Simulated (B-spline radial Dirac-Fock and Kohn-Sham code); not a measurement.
**Two-hole binding energies of Br⁵⁺**

System: bromine as Br⁵⁺, configuration [Ar] 3d9 4s2 4p1 (not the ground configuration).

Method: multi-electron Dirac-Fock with separately optimised hole states, Breit and Lamb-shift corrections added in first order. Computed with a B-spline atomic structure program. U is the two-hole binding energy less the two single-hole energies, the effective repulsion of the holes after relaxation. Each two-hole energy is an average over J within one jj subconfiguration.

```
          holes  E(a) (eV)  E(b) (eV)  E(ab) (eV)  U (eV)
   1s⁻¹ 3p1/2⁻¹    13578.7      289.3     13914.1    46.0
   1s⁻¹ 3p3/2⁻¹    13578.7      282.2     13905.9    45.0
           2s⁻²     1893.3     1893.3      3875.4    88.9
   2s⁻¹ 2p3/2⁻¹     1893.3     1655.6      3630.0    81.2
        2p1/2⁻²     1702.3     1702.3      3511.5   107.0
2p1/2⁻¹ 2p3/2⁻¹     1702.3     1655.6      3456.0    98.2
        2p3/2⁻²     1655.6     1655.6      3410.5    99.3
   2s⁻¹ 3p1/2⁻¹     1893.3      289.3      2223.5    40.9
   2s⁻¹ 3p3/2⁻¹     1893.3      282.2      2215.9    40.4
   2p1/2⁻¹ 3s⁻¹     1702.3      357.5      2100.7    41.0
   2p3/2⁻¹ 3s⁻¹     1655.6      357.5      2054.0    40.9
2p1/2⁻¹ 3p3/2⁻¹     1702.3      282.2      2025.9    41.4
2p3/2⁻¹ 3p1/2⁻¹     1655.6      289.3           ?       ?
        3p1/2⁻²      289.3      289.3       614.4    35.8
```

**Question.** Give the missing two-hole energy and U.

**Answer.** E(ab) = 1986.7 eV and U = 41.8 eV.
